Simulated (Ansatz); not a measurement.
Isolated molecules relaxed with PBE0-D4/def2-TZVP in Ansatz; ΔE leaves out vibrations. CCSD(T)/CBS adds triple-zeta CCSD(T) − MP2 to the extrapolated MP2 energy (def2 sets, frozen cores). This one scheme is used for every species. Functionals use def2-TZVPP. For Se outer-core shells are correlated without core-valence functions, which leaves a few kJ/mol of doubt a bond. Scalar relativity is left out up to krypton. Each species was taken in one conformer, which may not be the lowest.

`O[SiH2][SeH]` + `N[SiH](O)O` → `O[SiH2]N[SiH](O)O` + H₂Se  (ligand exchange at the Si–Se bond)

| species | r2SCAN0-D4 energy (Eh) |
| --- | --- |
| `O[SiH2][SeH]` | -2768.69624 |
| `N[SiH](O)O` | -497.78744 |
| `O[SiH2]N[SiH](O)O` | -863.75984 |
| H₂Se | -2402.72870 |

Work out ΔE.

ΔE = (-863.75984) + (-2402.72870) − (-2768.69624) − (-497.78744) = -0.00486 Eh = -3.0 kcal/mol. CCSD(T)/CBS gives -2.9 kcal/mol.

Largest T1 diagnostic among the species: 0.012.

From PBE to PBE0 (25 % exact exchange), in def2-TZVPP and without D4, ΔE moves by −0.8 kcal/mol. At CCSD(T), def2-SVP lies −4.9 kcal/mol from the extrapolated value and def2-TZVPP −1.3 kcal/mol. Leaving LDA and LC-ωPBE aside and taking each functional with its dispersion term where it has one, the values, not all of them listed here, spread over 3.8 kcal/mol, from CAM-B3LYP-D4 to PBE-D4. LDA lies −3.3 kcal/mol from PBE without D4.
